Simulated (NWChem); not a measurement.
Molecule: SeClF; SMILES Cl[Se]F

Program: NWChem. Structure relaxed at the PBE0/def2-SVP level. Ions are spin-unrestricted doublets at the neutral geometry; other ion states weren't tried.

Problem. What does the run give for PBE0/def2-SVP? Quantities: vertical ionisation energy, ΔSCF (eV); −ε(HOMO) (eV).

Solution. The vertical ionisation energy, ΔSCF (eV) is 9.60 and the −ε(HOMO) (eV) is 6.98.
